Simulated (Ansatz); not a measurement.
Input file for Ansatz (a quantum-chemistry and plane-wave program): R-B3LYP/def2-TZVPP on GeH2IN (SMILES [NH2][Ge][I]), a point of a torsion scan. Elements past Kr take the def2 small-core potentials; no spin–orbit coupling.

Ansatz 0.2 input:
```yaml
crystal:
  periodic: [false, false, false]
  atoms:
    - {symbol: N, position_ang: [-0.72488730, 0.04953145, 0.03095356]}
    - {symbol: Ge, position_ang: [0.63948492, -1.11641765, -0.25744157]}
    - {symbol: I, position_ang: [2.49329655, 0.64290697, -0.56120261]}
    - {symbol: H, position_ang: [-0.83067261, 0.98973909, -0.32367814]}
    - {symbol: H, position_ang: [-1.64124686, -0.30436775, 0.26659133]}
basis:
  gaussian:
    orbitals: def2-TZVPP
hamiltonian:
  xc: {name: B3LYP}
scf: {lower_state_search: off}
```

The head of its log:

```
WARN ansatz: RAYON_NUM_THREADS=1 ignored (pool sized by the plan → 1); use --threads N
Functional definition: B3LYP
these checks for a lower state are left out or cut short: stability, starts, cluster_reference, orbital_swaps, neighbouring_geometries, increment
integrals: 0.08 GiB planned
1073 factors; their error is unknown
mean field: 0.70 GiB planned
mean field evaluation 1: about -66139.0957 eV, gradient 6.8e1 eV
mean field evaluation 2: about -66096.7813 eV, gradient 1.3e2 eV
```

### Question
What total energy does the run end on?

### Answer
-2430.8985 hartree.
